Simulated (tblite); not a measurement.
C5H14N2O2Si.
Cartesian coordinates in Å at the GFN2-xTB level; atoms count from 1:
```xyz
24
C5H14N2O2Si angstrom
C     -3.2286   -0.9311   -0.2100
C     -2.8784    0.3993    0.4047
O     -3.6820    1.2869    0.5519
C     -1.4280    0.5423    0.7911
C     -0.6486    1.1728   -0.3846
N      0.7733    1.1881   -0.1667
Si     1.7521   -0.2089   -0.4617
C      3.5336    0.3326   -0.0926
N      1.2232   -1.6290    0.3841
O      1.5136   -0.6864   -2.0067
H     -4.2090   -0.8916   -0.6775
H     -3.2423   -1.6827    0.5778
H     -2.4727   -1.2205   -0.9355
H     -0.9789   -0.4261    1.0057
H     -1.3406    1.1984    1.6588
H     -1.0104    2.1933   -0.5485
H     -0.8316    0.5897   -1.2890
H      1.0216    1.7782    0.6120
H      4.2381   -0.4063   -0.4597
H      3.7025    0.4391    0.9735
H      3.7779    1.2815   -0.5578
H      1.2815   -2.4969   -0.1248
H      1.5452   -1.7693    1.3280
H      1.5766   -0.0340   -2.6981
```

Calculated harmonic vibrations of the isolated species, GFN2-xTB (tblite), most abundant isotopes, no scaling. Errors from tens to a few hundred cm⁻¹ against measured bands are possible. One conformer, not necessarily the lowest.

Harmonic wavenumbers (cm⁻¹): 30.3, 32.2, 46.3, 90.1, 95.0, 127.6, 137.1, 145.3, 182.2, 192.5, 203.9, 249.4, 251.3, 273.2, 345.6, 373.6, 429.2, 520.0, 552.6, 572.4, 578.2, 687.0, 775.4, 788.2, 806.4, 820.3, 830.5, 838.3, 881.8, 917.2, 927.0, 958.6, 975.7, 1024.8, 1069.4, 1125.9, 1142.3, 1203.5, 1241.4, 1259.9, 1325.6, 1365.7, 1381.1, 1388.1, 1447.6, 1457.6, 1464.7, 1476.3, 1499.5, 1503.6, 1513.6, 1766.6, 2928.2, 2977.8, 2991.2, 3016.1, 3019.7, 3039.9, 3053.0, 3054.1, 3054.6, 3058.5, 3461.6, 3473.7, 3509.3, 3690.0.

A = 2259, B = 518.0, C = 486.3 MHz; mass 162.082 u (most abundant isotopes); point group C1, symmetry number 1.

What is the zero-point energy?

Half the sum of the wavenumbers: 42810 cm⁻¹ = 122.40 kcal/mol.

Entropy at 273.15 K, 1 bar (ideal gas, RRHO, classical rotation)?

Translation 40.75, rotation 30.45, vibration 48.00: S = 119.2 cal/(mol K).

And Cp and H(273.15 K) − H(0)?

Cp = 50.05 cal/(mol K), of which vibrations give 42.10 (their classical limit is 66 R = 131.2); H(273.15 K) − H(0) = 8.61 kcal/mol without the zero-point energy, 6.44 from vibrations.

What must be added to the electronic energy to get the Gibbs energy at 273.15 K and 1 bar?

ZPE + [H(273.15 K) − H(0)] − T·S = 122.40 + 8.61 − 32.56 = 98.45 kcal/mol.

Blend soft modes into free rotors: weight 1/[1 + (100 cm⁻¹/ν̃)⁴] for the oscillator and the rest for a rotor with moment μB/(μ + B), μ = h/(8π²ν), B = 10⁻⁴⁴ kg m². What vibrational entropy results?

42.72 cal/(mol K) in place of 48.00, which changes −T·S at 273.15 K by +1.44 kcal/mol.

Hindered rotation and anharmonicity are outside this model. Other conformers, if any are populated, would add a mixing term that is left out. The structure is chiral; the term R ln 2 for an equal mix with its mirror image is left out.
